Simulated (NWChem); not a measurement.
# C2HBF2; SMILES C#CB(F)F

```xyz
6

B      0.0000     0.0000    -0.4772
C      0.0000     0.0000     1.0497
C      0.0000     0.0000     2.2647
H      0.0000     0.0000     3.3408
F      0.0000    -1.1263    -1.1578
F      0.0000     1.1263    -1.1578
```
Atoms are numbered in this order, from 1.

Geometry: optimised at PBE0/def2-SVP.

Symmetry labels are those of C2v in the frame above (b1 and b2, or b-type labels, depend on it).

Problem. List the 6 lowest vertical singlet excitations from LRC-wPBEh/def2-SVP, TDA (NWChem).

Solution. 
| state | energy (eV) | oscillator strength | symmetry | leading excitation (squared amplitude) |
|---|---|---|---|---|
| S1 | 5.39 | 0.000 | a2 | HOMO → LUMO (0.97) |
| S2 | 6.27 | 0.040 | a1 | HOMO−1 → LUMO (0.65) |
| S3 | 6.99 | 0.000 | a2 | HOMO−1 → LUMO+1 (0.99) |
| S4 | 8.92 | 0.010 | b1 | HOMO−2 → LUMO (0.97) |
| S5 | 9.13 | 0.000 | a2 | HOMO−3 → LUMO (0.96) |
| S6 | 9.92 | 0.750 | a1 | HOMO−1 → LUMO+4 (0.37) |
